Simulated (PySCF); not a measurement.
# Dipole response of Au²⁺ (gold, charge +2)

[Xe] 4f14 5d9, 2D determinant. All numbers are calculated (PySCF 2.14, scalar relativity through the core potential, in aug-cc-pVTZ-PP with ECP60MDF). Coupled (time-dependent) response in atomic units; α is the mean over directions.

```tsv
method	mean α (bohr³)	α xx, yy, zz	C₆ (like pair)	S(−4)
TPSSh	8.839	8.704, 8.704, 9.109	58.01	16.01
PW91	8.972	8.862, 8.862, 9.191	58.70	17.06
```

S(−4) is the Cauchy moment in α(ω) = α(0) + S(−4) ω² + …

Spin-orbit coupling is absent.

α(iu) at TPSSh:

```csv
u (hartree),α(iu) (bohr³)
0,8.839
0.0500,8.799
0.100,8.684
0.200,8.271
0.300,7.713
0.500,6.529
0.750,5.273
1.00,4.308
1.50,2.993
2.00,2.178
3.00,1.279
5.00,0.5759
```

A single London oscillator, α(iu) = α/(1 + u²/ω²), gives C₆ = (3/4) ω α². Matching the computed C₆ needs ω = 4 × 58.01 / (3 × 8.839²) = 0.990 hartree.

For an ion, C₆ is the dispersion term alone; charge-induced terms of lower order in 1/R come first.

The components differ because the open shell of this determinant is not spherical; for a pure term their mean is the scalar polarisability.

Energies and moments cover only the electrons outside the core potential. Spin-orbit coupling, absent here, splits the open shell strongly.
